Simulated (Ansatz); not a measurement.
```yaml
crystal:
  periodic: [false, false, false]
  atoms:
    - {symbol: Ge, position_ang: [0.992876, 2.283295, -0.270354]}
    - {symbol: C, position_ang: [0.245565, 0.548899, -0.065389]}
    - {symbol: C, position_ang: [-0.230791, -0.558383, 0.065586]}
    - {symbol: Ge, position_ang: [-0.976246, -2.293530, 0.270955]}
    - {symbol: H, position_ang: [0.193000, 3.041495, -1.336350]}
    - {symbol: H, position_ang: [0.911492, 3.016532, 1.073805]}
    - {symbol: H, position_ang: [2.455486, 2.140478, -0.707853]}
    - {symbol: H, position_ang: [-1.864028, -2.594961, -0.942306]}
    - {symbol: H, position_ang: [-1.810092, -2.322202, 1.557383]}
    - {symbol: H, position_ang: [0.165938, -3.312821, 0.357525]}
basis:
  gaussian: {orbitals: ANO-RCC-VTZP}
hamiltonian: {xc: {name: HF}}
correlation: {method: mp2, frozen_orbitals: {Ge: 9}}
scf: {lower_state_search: off}
output: {forces: true}
```

```sh
$ ansatz run in.yaml --threads 4 --pin off --events-out ev --progress --plain --max-ram 10444MiB
```

It prints (some lines left out):

```
Functional definition: HF
Error: "frozen_orbitals" has no count for C
```

Something in this input is off. What?

Frozen orbitals are typed for one element alone, and the program wants a count for each. The program refused the input.
